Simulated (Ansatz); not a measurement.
Molecule: sum formula WO2F, net charge 1, singlet state. 
Structure (B3LYP-D3(BJ)/def2-TZVP (Ansatz, a quantum-chemistry and plane-wave program) minimum search):
SMILES: [O]=[W+](=[O])[F]
```xyz
4

W      0.0683     0.1244     0.1026
O      1.3094    -0.6861    -0.6861
O     -0.6379    -1.0582     1.0627
F     -1.1587     0.5278    -1.1781
```
Charge +1, spin multiplicity 1.

Wanted: vertical triplet-singlet gap (E(triplet) - E(singlet); each state is the SCF solution reached for its spin; the UHF <S^2> is 2.30 for the triplet (pure: 2.00); for the triplet T1 is 0.051; for the singlet the Hartree-Fock reference is unstable and T1 is 0.030), in kcal/mol. Valence correlation only, unless marked. Open shells are spin-unrestricted. Spin-orbit coupling is left out. The frozen core is the preceding noble-gas configuration, with the filled d and f shells of earlier blocks. Past Kr the def2 sets carry scalar-relativistic core potentials. 

```csv
level,program,vertical triplet-singlet gap (kcal/mol)
HF/def2-SVPD,Ansatz,11.4
HF/def2-QZVPPD,Ansatz,9.9
PBE0/def2-TZVPD,Ansatz,52.3
RI-MP2/def2-QZVPPD,Ansatz,108.9
SCS-MP2/def2-SVPD,Ansatz,103.5
CCSD(T)/def2-SVPD,Ansatz,62.0
```
